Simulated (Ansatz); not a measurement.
Cartesian coordinates in Å:
```
Al -1.498 0.393 -1.020
O 0.135 -0.138 0.007
Si 1.556 0.619 -0.519
Si -0.196 -0.992 1.431
H -2.487 0.351 0.241
H -0.922 1.811 -1.497
H -1.631 -0.762 -2.110
H 2.667 -0.150 0.093
H 1.580 0.523 -1.991
H 1.569 2.015 -0.037
H -0.690 -0.052 2.458
H 1.098 -1.583 1.850
H -1.181 -2.037 1.094
```

Total charge 0; spin multiplicity 1.

List the ωB97M-V/def2-TZVPP orbital energies in eV (Ansatz). (Estimate.)

Computed: Occupied: -1808.40, -1808.40, -1531.17, -527.85, -149.39, -149.39, -115.77, -103.56, -103.56, -103.48, -103.48, -103.47, -103.47, -75.42, -75.27, -75.26, -32.25, -20.16, -18.23, -16.51, -15.44, -15.43, -12.89, -12.87, -12.65, -12.49, -12.04, -10.04, -9.92. Lowest empty: 0.60, 1.91, 2.10, 2.26, 2.31, 2.76, 2.97, 3.26.
